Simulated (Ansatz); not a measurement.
Frontier orbitals of ClH₆NOSi₂, SMILES `N[SiH](Cl)O[SiH3]`.

Charge 0, multiplicity 1. All single points use the PBE0-D4/def2-TZVP geometry. It is one conformer, not always the lowest. Basis def2-TZVPP, the Gaussian-basis code of Ansatz.

```
functional  HOMO (eV)  LUMO (eV)
     B3LYP      -7.75      -0.05
```

**Question.** Give HOMO and LUMO (eV) with LDA (SPW92), PBE, revPBE, BLYP, r2SCAN, B97M-V, PBE0, r2SCANh, r2SCAN0, HSE06 (plane-wave form), BHLYP, CAM-B3LYP, LC-ωPBE, ωB97X-V, ωB97M-V, HF. (Estimate.)

**Answer.** Ansatz gave: 
| functional | HOMO | LUMO |
| --- | --- | --- |
| LDA (SPW92) | -6.73 | -0.97 |
| PBE | -6.56 | -0.70 |
| revPBE | -6.50 | -0.58 |
| BLYP | -6.41 | -0.56 |
| r2SCAN | -6.88 | -0.27 |
| B97M-V | -7.01 | -0.54 |
| PBE0 | -8.01 | 0.17 |
| r2SCANh | -7.43 | 0.02 |
| r2SCAN0 | -8.24 | 0.44 |
| HSE06 (plane-wave form) | -7.61 | -0.20 |
| BHLYP | -9.36 | 1.02 |
| CAM-B3LYP | -9.44 | 1.14 |
| LC-ωPBE | -10.88 | 2.34 |
| ωB97X-V | -10.49 | 2.17 |
| ωB97M-V | -10.38 | 1.82 |
| HF | -11.55 | 3.14 |

B3LYP here is the variant with VWN-RPA as its local correlation; programs differ in this. LC-ωPBE has ω = 0.4 bohr⁻¹. Positive LUMOs are unbound and depend on the basis.
